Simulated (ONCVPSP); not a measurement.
# Transferability test, ONCV potential for hafnium

ONCVPSP 4.0.1 input, shortened (lines: element, Z, core and valence counts, functional; n l f; lmax; l rc ep ncon nbas qcut; lloc lpopt rc5 dvloc0; l nproj debl; icmod fcfact rcfact), PBE, non-relativistic:

```
  Hf 72.00   10    5        4      upf
    1    0    2.00
    2    0    2.00
    2    1    6.00
    3    0    2.00
    3    1    6.00
    3    2   10.00
    4    0    2.00
    4    1    6.00
    4    2   10.00
    4    3   14.00
    5    0    2.00
    5    1    6.00
    5    2    2.00
    6    0    1.00
    6    1    1.00
    2
    0    1.95    0.00    4    8    7.60
    1    1.95    0.00    4    8    8.80
    2    2.65    0.00    3    8    7.20
    4    1    1.65    0.00
    0    2    3.30
    1    2    2.00
    2    2    1.00
    2    0.40    1.20
```

Energies are relative to the spin-unpolarised reference configuration 5s2 5p6 5d2 6s1 6p1; without spin polarisation the order of configurations can differ from experiment.

```tsv
valence configuration	charge	ΔE all-electron (eV)	error AE − PS (meV)
5s2 5p6 5d2 6s1 6p0	+1	4.106	+0.6
5s2 5p6 5d2 6s0 6p0	+2	16.909	+9.4
5s2 5p6 5d2 6s1.5 6p0	+0.5	-0.106	+0.2
```

(1) What are ΔE and the potential's error for 5s2 5p6 5d2 6s2 6p0?

Levels in the configuration 5s2 5p6 5d2 6s1 6p0:

```csv
level,all-electron (eV),pseudo (eV)
5s,-62.269,-62.272
5p,-40.386,-40.388
5d,-10.043,-10.043
6s,-9.838,-9.836
```

## Answers

(1) ΔE = -2.955 eV all-electron; the error (AE − PS) is +0.6 meV.
